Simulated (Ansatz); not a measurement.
The cluster CsBr2⁻, relaxed as a singlet with RKS PBE0-D4/def2-TZVPD in Ansatz, starting from the GFN1-xTB geometry. Force threshold 0.02 eV/Å.

In the def2 sets Cs takes a core potential; there is no spin–orbit coupling. The structure comes from a short search, and lower isomers may exist.

Start:

Cartesian coordinates in Å:
```
Cs 0.0000 0.0008 -0.0035
Br -1.8372 2.4038 0.4430
Br 1.8372 -2.4046 -0.4395
```

Question: Estimate the energy that the relaxation releases and the steps that it takes.

Answer: 0.28 eV, in 5 steps; 11 s on 4 threads of Arm Neoverse V1 on a shared host. No frequencies were taken in this run, so the end may be a saddle point.

Question: Does the start keep its bonding and symmetry?

Answer: By distances, no bond broke or formed. The bond that changes most is Cs1–Br2, from 3.06 to 3.35 Å (atoms count from 1). The end is the same structure that another start reached, the lowest one found. Point group D∞h at the start, D∞h at the end, both within 0.05 Å.

Question: Predict the relaxed structure.

Answer: 
```xyz
3

Cs    0.000    0.001   -0.003
Br   -2.016    2.637    0.486
Br    2.016   -2.638   -0.483
```
Bond lengths: 2 × Br–Cs 3.35 Å.
